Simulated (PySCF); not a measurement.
A structure optimised at PBE-D3(BJ)/def2-SVP, used in a PySCF frequency run:

```xyz
16

N      0.3219    -1.7848     0.1665
C      0.8500    -0.4838    -0.3168
Si     2.6516    -0.0946     0.1505
Si    -0.5514     0.5888     0.3819
F     -0.3860     2.1902     0.0076
Si    -2.5222    -0.3564    -0.4823
H      0.6460    -1.9954     1.1183
H      0.5880    -2.5735    -0.4338
H      0.7523    -0.4469    -1.4234
H      3.0593     1.2829    -0.2967
H      2.7747    -0.1888     1.6494
H      3.5827    -1.1152    -0.4552
H     -0.4879     0.4918     1.8856
H     -2.2005    -1.0385    -1.7874
H     -3.1215    -1.3597     0.4651
H     -3.5642     0.6989    -0.7563
```

### Question
Write its SMILES and formula.

### Answer
N[C@H]([SiH3])[Si@@H](F)[SiH3], CH10FNSi3

### Question
What are its rotational constants (standard atomic weights)?

### Answer
2.6495, 1.0440, 0.80084 GHz
